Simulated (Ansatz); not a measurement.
Process, species as SMILES: NB(N)Br + H+ → NB([NH3+])Br
Structures are relaxed separately at B3LYP-D3(BJ)/def2-TZVP in Ansatz (a quantum-chemistry and plane-wave program), one conformer each, not searched for the lowest. Frequencies are from Ansatz.
Geometry of the first species:
```
B
N 1 1.4034
H 2 1.0035 1 122.24
H 2 1.0056 3 114.36 1 180.00
N 1 1.4034 2 125.10 3 -180.00
H 5 1.0035 1 122.24 2 180.00
H 5 1.0056 6 114.36 1 180.00
Br 1 1.9699 2 117.45 3 0.00
```

Quantity: proton affinity (0 K, with B3LYP-D3(BJ) harmonic zero-point energies), positive where the reaction releases energy, in kJ/mol. Cores are frozen in the correlated levels unless marked. No spin-orbit coupling. Frozen are the shells of the preceding noble gas and the d and f shells that filled before the atom's block. No relativistic terms. Basis-set limits of correlation are two-point, X^-3; Hartree-Fock from the larger set. [CCSD(T)-MP2]/basis is that difference in the basis named.

```json
[
 {"level": "HF/6-31G", "program": "Ansatz", "proton affinity (kJ/mol)": "818.2", "minus last row": "-13.2"},
 {"level": "B3LYP-D3(BJ)/def2-TZVPD", "program": "Ansatz + dftd3", "proton affinity (kJ/mol)": "833.0", "minus last row": "1.6"},
 {"level": "B3LYP-D4/def2-TZVPD", "program": "Ansatz + dftd4", "proton affinity (kJ/mol)": "829.3", "minus last row": "-2.1"},
 {"level": "B3LYP/def2-TZVPD", "program": "Ansatz", "proton affinity (kJ/mol)": "829.0", "minus last row": "-2.4"},
 {"level": "PBE0/def2-QZVPP", "program": "Ansatz", "proton affinity (kJ/mol)": "836.1", "minus last row": "4.7"},
 {"level": "BHLYP-D3(BJ)/def2-TZVPD", "program": "Ansatz + dftd3", "proton affinity (kJ/mol)": "832.2", "minus last row": "0.8"},
 {"level": "BHLYP-D4/def2-TZVPD", "program": "Ansatz + dftd4", "proton affinity (kJ/mol)": "829.4", "minus last row": "-2.0"},
 {"level": "HSE06/def2-TZVPD", "program": "Ansatz", "proton affinity (kJ/mol)": "834.2", "minus last row": "2.8"},
 {"level": "CAM-B3LYP-D3(BJ)/def2-TZVPD", "program": "Ansatz + dftd3", "proton affinity (kJ/mol)": "822.1", "minus last row": "-9.3"},
 {"level": "CAM-B3LYP-D4/def2-TZVPD", "program": "Ansatz + dftd4", "proton affinity (kJ/mol)": "820.5", "minus last row": "-10.9"},
 {"level": "LC-wPBE/def2-TZVPD", "program": "Ansatz", "proton affinity (kJ/mol)": "833.2", "minus last row": "1.8"},
 {"level": "MP2/STO-3G", "program": "Ansatz", "proton affinity (kJ/mol)": "1113.1", "minus last row": "281.7"},
 {"level": "MP2/cc-pVQZ", "program": "Ansatz", "proton affinity (kJ/mol)": "828.9", "minus last row": "-2.5"},
 {"level": "RI-MP2/cc-pVQZ", "program": "Ansatz", "proton affinity (kJ/mol)": "829.0", "minus last row": "-2.4"},
 {"level": "SCS-MP2/cc-pVTZ", "program": "Ansatz", "proton affinity (kJ/mol)": "845.7", "minus last row": "14.3"},
 {"level": "CCSD/6-31G", "program": "Ansatz", "proton affinity (kJ/mol)": "851.7", "minus last row": "20.3"},
 {"level": "CCSD(T)/STO-3G", "program": "Ansatz", "proton affinity (kJ/mol)": "1126.7", "minus last row": "295.3"},
 {"level": "CCSD(T)/cc-pVDZ", "program": "Ansatz", "proton affinity (kJ/mol)": "869.6", "minus last row": "38.2"},
 {"level": "CCSD(T)/cc-pVTZ", "program": "Ansatz", "proton affinity (kJ/mol)": "846.2", "minus last row": "14.8"},
 {"level": "RI-MP2/CBS(cc-pVTZ,cc-pVQZ)+[CCSD(T)-MP2]/cc-pVTZ", "program": "Ansatz", "proton affinity (kJ/mol)": "833.0", "minus last row": "1.6"},
 {"level": "CCSD(T)/CBS(cc-pVTZ,cc-pVQZ)", "program": "Ansatz", "proton affinity (kJ/mol)": "831.4", "minus last row": "0.0"}
]
```
